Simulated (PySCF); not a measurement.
Ionisation energy of C²⁺ by level of theory

C²⁺ [He] 2s2 (1S) → C³⁺ [He] 2s1 (2S), as a difference of total energies. Computed with PySCF 2.14 in aug-cc-pVTZ-DK, with the spin-free X2C one-electron Hamiltonian (Gaussian nucleus). Correlated levels: valence: 1s2 frozen. The calculations carry no spin-orbit coupling.

Problem. Order these methods by the ionisation energy they give, lowest first.
A. CCSD (valence)
B. MP2 (valence)
C. UHF
D. SCS-MP2 (valence)

Solution. C (45.806 eV), B (46.979 eV), D (47.214 eV), A (47.789 eV).

Errors of the correlated levels include the incompleteness of this basis and the frozen core.

With two correlated electrons CCSD is exact in that space.

The coupled-cluster amplitudes are large for C²⁺ (T1 above 0.03 or a double amplitude above 0.15), so a single reference is strained.

For comparison: 47.888 eV (measured; NIST Atomic Spectra Database, ionization energies).
